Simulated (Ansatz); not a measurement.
`[NH][Si](F)(F)F` radical. Total charge 0; spin multiplicity 2. All single points use the PBE0-D4/def2-TZVP geometry. It is one conformer, not always the lowest.

```xyz
6

N     0.331    1.319    0.109
Si   -0.114   -0.315   -0.208
F    -0.454   -0.474   -1.730
F    -1.387   -0.735    0.615
F     1.062   -1.305    0.129
H     0.562    1.510    1.086
```

What is the dipole moment at PBE/def2-TZVPP? (An estimate is asked.)

Ansatz gave: 1.69 D, with components (0.44, 0.66, 1.50) D in this frame, pointing from negative to positive charge.

And with r2SCAN, B3LYP, ωB97M-V? (Estimate.)

The calculation gave: r2SCAN 1.75 D, B3LYP 1.78 D, ωB97M-V 1.80 D.

Give the Mulliken charges with PBE, B3LYP, ωB97M-V in def2-TZVPP. (Best estimate.)

Computed: 
| atom | PBE | B3LYP | ωB97M-V |
| --- | --- | --- | --- |
| N1 | -0.26 | -0.29 | -0.28 |
| Si2 | 0.82 | 0.98 | 0.96 |
| F3 | -0.24 | -0.29 | -0.28 |
| F4 | -0.24 | -0.29 | -0.28 |
| F5 | -0.24 | -0.28 | -0.28 |
| H6 | 0.17 | 0.16 | 0.15 |

B3LYP here is the variant with VWN-RPA as its local correlation; programs differ in this.
